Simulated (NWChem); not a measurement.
All runs are NWChem calculations. System: tetramethylammonium (C4H12N (+1)), charge 1, spin multiplicity 1, at a geometry optimised with PBE/def2-SVP. Level: MP2/def2-SVP, 5 core orbitals frozen.

The NWChem input:

```
start mol
memory heap 200 mb stack 900 mb global 1100 mb
charge 1
geometry units angstroms nocenter noautoz
  C      1.230985     0.000000    -0.870351
  N      0.000000     0.000000    -0.000002
  C     -1.230985     0.000000    -0.870351
  C      0.000000    -1.230984     0.870352
  C      0.000000     1.230984     0.870352
  H      1.223839    -0.904615    -1.504860
  H      2.128283     0.000000    -0.225478
  H      1.223839     0.904615    -1.504860
  H     -2.128283     0.000000    -0.225478
  H     -1.223839    -0.904615    -1.504860
  H     -1.223839     0.904615    -1.504860
  H      0.000000    -2.128284     0.225480
  H      0.904615    -1.223835     1.504861
  H     -0.904615    -1.223835     1.504861
  H      0.904615     1.223835     1.504861
  H      0.000000     2.128284     0.225480
  H     -0.904615     1.223835     1.504861
  symmetry group C2v
end
basis spherical
  * library def2-svp
end
scf
  rhf
  nopen 0
  maxiter 100
  thresh 1e-7
  semidirect memsize 60000000 filesize 0
end
mp2
  freeze core 5
end
task mp2 energy
```

Part of the output:

```
             Northwest Computational Chemistry Package (NWChem) 7.3.0
             --------------------------------------------------------

                                NWChem Input Module
                                -------------------

 Scaling coordinates for geometry "geometry" by  1.889725989
 (inverse scale =  0.529177249)

 Turning off AUTOSYM since
 SYMMETRY directive was detected!

                             Geometry "geometry" -> ""
                             -------------------------

 Output coordinates in angstroms (scale by  1.889725989 to convert to a.u.)

  No.       Tag          Charge          X              Y              Z
 ---- ---------------- ---------- -------------- -------------- --------------
    1 C                    6.0000     1.23098500     0.00000000    -0.87035100
    2 N                    7.0000     0.00000000     0.00000000    -0.00000200
    3 C                    6.0000    -1.23098500     0.00000000    -0.87035100
    4 C                    6.0000     0.00000000    -1.23098400     0.87035200
    5 C                    6.0000     0.00000000     1.23098400     0.87035200
    6 H                    1.0000     1.22383900    -0.90461500    -1.50486000
    7 H                    1.0000     2.12828300     0.00000000    -0.22547800
    8 H                    1.0000     1.22383900     0.90461500    -1.50486000
    9 H                    1.0000    -2.12828300     0.00000000    -0.22547800
   10 H                    1.0000    -1.22383900    -0.90461500    -1.50486000
   11 H                    1.0000    -1.22383900     0.90461500    -1.50486000
   12 H                    1.0000     0.00000000    -2.12828400     0.22548000
   13 H                    1.0000     0.90461500    -1.22383500     1.50486100
   14 H                    1.0000    -0.90461500    -1.22383500     1.50486100
   15 H                    1.0000     0.90461500     1.22383500     1.50486100
   16 H                    1.0000     0.00000000     2.12828400     0.22548000
   17 H                    1.0000    -0.90461500     1.22383500     1.50486100

 Effective nuclear repulsion energy (a.u.)     212.4638746356

            Nuclear Dipole moment (a.u.)
            ----------------------------
        X                 Y               Z
 ---------------- ---------------- ----------------
     0.0000000000     0.0000000000     0.0000113384

      Symmetry information
      --------------------

 Group name             C2v
 Group number             16
 Group order               4
 No. of unique centers     7

      Symmetry unique atoms

     1    2    4    6    7   12   13


 Summary of "ao basis" -> "" (spherical)
 ------------------------------------------------------------------------------
       Tag                 Description            Shells   Functions and Types
 ---------------- ------------------------------  ------  ---------------------
 *                          def2-svp                  on all atoms

 Summary of "ao basis" -> "ao basis" (spherical)
 ------------------------------------------------------------------------------
       Tag                 Description            Shells   Functions and Types
 ---------------- ------------------------------  ------  ---------------------
 C                          def2-svp                 6       14   3s2p1d
 N                          def2-svp                 6       14   3s2p1d
 H                          def2-svp                 3        5   2s1p

                                 NWChem SCF Module
                                 -----------------

  ao basis        = "ao basis"
  functions       =   130
  atoms           =    17
  closed shells   =    21
  open shells     =     0
  charge          =   1.00
  wavefunction    = RHF
  use symmetry    = T
  symmetry adapt  = T

 Summary of "ao basis" -> "ao basis" (spherical)
 ------------------------------------------------------------------------------
       Tag                 Description            Shells   Functions and Types
 ---------------- ------------------------------  ------  ---------------------
 C                          def2-svp                 6       14   3s2p1d
 N                          def2-svp                 6       14   3s2p1d
 H                          def2-svp                 3        5   2s1p

      Symmetry analysis of basis
      --------------------------

        a1         45
        a2         21
        b1         32
        b2         32

 Forming initial guess at       0.1s

      Superposition of Atomic Density Guess
      -------------------------------------

 Sum of atomic energies:        -210.73477180

 Renormalizing density from      43.00 to     42

      Non-variational initial energy
      ------------------------------

 Total energy =    -210.718569
 1-e energy   =    -686.134761
 2-e energy   =     262.952318
 HOMO         =      -0.705175
 LUMO         =      -0.174747

      Symmetry analysis of molecular orbitals - initial
      -------------------------------------------------

  Numbering of irreducible representations:

     1 a1          2 a2          3 b1          4 b2

  Orbital symmetries:

     1 a1          2 a1          3 b1          4 b2          5 a1
     6 a1          7 b1          8 b2          9 a1         10 a1
    11 b1         12 b2         13 a1         14 a2         15 a1
    16 b1         17 b2         18 a1         19 a2         20 b1
    21 b2         22 a1         23 a1         24 a1         25 b2
    26 b1         27 b2         28 b1         29 a1         30 b2
    31 b1

 Starting SCF solution at       0.7s
[...]
     1 a1          2 a2          3 b1          4 b2

  Orbital symmetries:

     1 a1          2 b2          3 a1          4 b1          5 a1
     6 a1          7 b1          8 b2          9 a1         10 a1
    11 b1         12 b2         13 a1         14 a2         15 a1
    16 a2         17 b1         18 b2         19 b1         20 b2
    21 a1         22 a1         23 b1         24 b2         25 a1
    26 b2         27 b1         28 a1         29 a1         30 a2
    31 a1

             Final eigenvalues
             -----------------

              1
    1  -15.8728
    2  -11.4682
    3  -11.4682
    4  -11.4682
    5  -11.4682
    6   -1.4980
    7   -1.1611
    8   -1.1611
    9   -1.1611
   10   -1.0112
   11   -0.8691
   12   -0.8691
   13   -0.8691
   14   -0.7777
   15   -0.7776
   16   -0.7296
   17   -0.7296
   18   -0.7296
   19   -0.7215
   20   -0.7215
   21   -0.7215
   22   -0.0178
   23    0.0461
   24    0.0461
   25    0.0462
   26    0.0700
   27    0.0700
   28    0.0700
   29    0.0774
   30    0.1127
   31    0.1127

                       ROHF Final Molecular Orbital Analysis
                       -------------------------------------

 Vector   19  Occ=2.000000D+00  E=-7.215223D-01  Symmetry=b1
              MO Center=  8.3D-17, -2.1D-17,  2.8D-01, r^2= 3.3D+00
   Bfn.  Coefficient  Atom+Function         Bfn.  Coefficient  Atom+Function
  ----- ------------  ---------------      ----- ------------  ---------------
    18      0.325966   2 N  px                4      0.236049   1 C  px
    32      0.236049   3 C  px               21     -0.224334   2 N  px
    46      0.190537   4 C  px               60      0.190537   5 C  px
    76      0.157884   7 H  s                86     -0.157884   9 H  s
   106      0.154508  13 H  s               111     -0.154508  14 H  s

 Vector   20  Occ=2.000000D+00  E=-7.215210D-01  Symmetry=b2
              MO Center= -7.1D-16,  2.0D-12, -2.8D-01, r^2= 3.3D+00
   Bfn.  Coefficient  Atom+Function         Bfn.  Coefficient  Atom+Function
  ----- ------------  ---------------      ----- ------------  ---------------
    19      0.325967   2 N  py               47      0.236049   4 C  py
    61      0.236049   5 C  py               22     -0.224335   2 N  py
     5      0.190537   1 C  py               33      0.190537   3 C  py
   101     -0.157883  12 H  s               121      0.157883  16 H  s
    71     -0.154508   6 H  s                81      0.154508   8 H  s

 Vector   21  Occ=2.000000D+00  E=-7.215106D-01  Symmetry=a1
              MO Center= -4.8D-13, -1.5D-12, -7.3D-06, r^2= 3.4D+00
   Bfn.  Coefficient  Atom+Function         Bfn.  Coefficient  Atom+Function
  ----- ------------  ---------------      ----- ------------  ---------------
    20      0.325966   2 N  pz               23     -0.224327   2 N  pz
     6      0.213292   1 C  pz               34      0.213292   3 C  pz
    48      0.213290   4 C  pz               62      0.213290   5 C  pz

 Vector   22  Occ=0.000000D+00  E=-1.776697D-02  Symmetry=a1
              MO Center=  8.0D-15,  1.3D-15,  3.1D-06, r^2= 7.8D+00
   Bfn.  Coefficient  Atom+Function         Bfn.  Coefficient  Atom+Function
  ----- ------------  ---------------      ----- ------------  ---------------
     3      1.093813   1 C  s                31      1.093813   3 C  s
    45      1.093814   4 C  s                59      1.093814   5 C  s
    72     -0.511689   6 H  s                77     -0.511749   7 H  s
    82     -0.511689   8 H  s                87     -0.511749   9 H  s
    92     -0.511689  10 H  s                97     -0.511689  11 H  s

 Vector   23  Occ=0.000000D+00  E= 4.614737D-02  Symmetry=b1
              MO Center= -8.7D-14,  1.1D-16,  1.2D+00, r^2= 6.5D+00
   Bfn.  Coefficient  Atom+Function         Bfn.  Coefficient  Atom+Function
  ----- ------------  ---------------      ----- ------------  ---------------
   107      0.849632  13 H  s               112     -0.849632  14 H  s
   117      0.849632  15 H  s               127     -0.849632  17 H  s
    77      0.803426   7 H  s                87     -0.803426   9 H  s
    49     -0.725660   4 C  px               63     -0.725660   5 C  px
     7     -0.466253   1 C  px               35     -0.466253   3 C  px

 Vector   24  Occ=0.000000D+00  E= 4.614752D-02  Symmetry=b2
              MO Center=  4.4D-17,  7.3D-13, -1.2D+00, r^2= 6.5D+00
   Bfn.  Coefficient  Atom+Function         Bfn.  Coefficient  Atom+Function
  ----- ------------  ---------------      ----- ------------  ---------------
    72      0.849632   6 H  s                82     -0.849632   8 H  s
    92      0.849632  10 H  s                97     -0.849632  11 H  s
   102      0.803427  12 H  s               122     -0.803427  16 H  s
     8      0.725660   1 C  py               36      0.725660   3 C  py
    50      0.466256   4 C  py               64      0.466256   5 C  py

 center of mass
 --------------
 x =   0.00000000 y =   0.00000000 z =   0.00000010

 moments of inertia (a.u.)
 ------------------
         391.598665664325           0.000000000000           0.000000000000
           0.000000000000         391.598986977049          -0.000000000000
           0.000000000000          -0.000000000000         391.636715049422

  Mulliken analysis of the total density
  --------------------------------------

    Atom       Charge   Shell Charges
 -----------   ------   -------------------------------------------------------
    1 C    6     5.92   1.99  0.87  0.23  1.98  0.81  0.04
    2 N    7     7.63   1.99  0.97  0.65  2.38  1.59  0.04
    3 C    6     5.92   1.99  0.87  0.23  1.98  0.81  0.04
    4 C    6     5.92   1.99  0.87  0.23  1.98  0.81  0.04
    5 C    6     5.92   1.99  0.87  0.23  1.98  0.81  0.04
    6 H    1     0.89   0.74  0.13  0.03
    7 H    1     0.89   0.74  0.13  0.03
    8 H    1     0.89   0.74  0.13  0.03
    9 H    1     0.89   0.74  0.13  0.03
   10 H    1     0.89   0.74  0.13  0.03
   11 H    1     0.89   0.74  0.13  0.03
   12 H    1     0.89   0.74  0.13  0.03
   13 H    1     0.89   0.74  0.13  0.03
   14 H    1     0.89   0.74  0.13  0.03
   15 H    1     0.89   0.74  0.13  0.03
   16 H    1     0.89   0.74  0.13  0.03
   17 H    1     0.89   0.74  0.13  0.03

       Multipole analysis of the density wrt the origin
       ------------------------------------------------

     L   x y z        total         open         nuclear
     -   - - -        -----         ----         -------
     0   0 0 0      1.000000      0.000000     43.000000

     1   1 0 0      0.000000      0.000000      0.000000
     1   0 1 0     -0.000000      0.000000      0.000000
     1   0 0 1      0.000003      0.000000      0.000011

     2   2 0 0    -19.524073      0.000000    130.370654
     2   1 1 0      0.000000      0.000000      0.000000
     2   1 0 1     -0.000000      0.000000      0.000000
     2   0 2 0    -19.524080      0.000000    130.370439
     2   0 1 1     -0.000000      0.000000      0.000000
     2   0 0 2    -19.525064      0.000000    130.345582

                   NWChem MP2 Semi-direct Energy/Gradient Module
                   ---------------------------------------------

  Basis functions       =    130
  Molecular orbitals    =    130
  Frozen core           =      5
  Frozen virtuals       =      0
  Active alpha occupied =     16
  Active beta occupied  =     16
  Active alpha virtual  =    109
  Active beta virtual   =    109
  Use MO symmetry       = T
  Use skeleton AO sym   = T

  AO/Fock/Back tols     =   1.0D-09  1.0D-09  1.0D-09

 GA uses MA = F    GA memory limited = T

 Available:
  local mem=  1.26D+08
 global mem=  1.44D+08
 local disk=  0.00D+00
  mp2_memr nvloc                   109
  nvloc new                   109
   1 passes of  16:        3145728                      78948                  49950260.
   1 passes of  16: M    126139779           G      144145400           F     122994051.

 Semi-direct pass number   1 of   1  for RHF alpha+beta  at        1.8s
  vrange nnbf                  8419
  mp2_eaftype                   190  avail_ma_in_mb                  1099
 EAF : mp2_eaftype filesize         190   24975130.
  mp2_eaf for mointskh                    190
Node 0 wrote    117.5 Mb in      0.1 s     Agg I/O rate:  1390.5 Mb/s
 Done moints_semi at        6.5s
  mp2_eaftype                   190  avail_ma_in_mb                   909
 EAF : mp2_eaftype filesize         190   24975130.
  mp2_eaf for kh                   190
 Done maket at        6.8s
 Done multipass loop at        6.8s

          -------------------------------------------
          SCF energy                -212.530069972955
          Correlation energy          -0.755805224783
          Singlet pairs               -0.505954422903
          Triplet pairs               -0.249850801880
          Total MP2 energy          -213.285875197738
          -------------------------------------------

          ---------------------------------------------------
                    Spin Component Scaled (SCS) MP2
          Same spin pairs                     -0.166567201253
          Same spin scaling factor             0.333333333333
          Opposite spin pairs                 -0.589238023529
          Opposite spin scaling fact.          1.200000000000
          SCS-MP2 correlation energy          -0.762608028653
          Total SCS-MP2 energy              -213.292678001608
          ---------------------------------------------------

 -----------------------
 Performance information
 -----------------------

 Timer overhead =  9.61D-08 seconds/call

               Nr. of calls         CPU time (s)                 Wall time (s)                GFlops
             ---------------    -------------------     ------------------------------   -------------------
Name         Min   Avg   Max    Min     Avg     Max     Min     Avg     Max   Mx/calls   Min     Max     Sum
mp2: moin     1     1     1    4.7     4.7     4.7      4.7     4.7     4.7     4.7      0.0     0.0     0.0
mp2: make     1     1     1   0.32    0.32    0.32     0.32    0.32    0.32    0.32      0.0     0.0     0.0
mp2: tota     1     1     1    5.0     5.0     5.0      5.0     5.0     5.0     5.0      0.0     0.0     0.0

 The average no. of pstat calls per process was 3.00D+00
 with a timing overhead of 2.88D-07s

 Task  times  cpu:        6.8s     wall:        6.8s

 Total times  cpu:        6.8s     wall:        6.8s
```
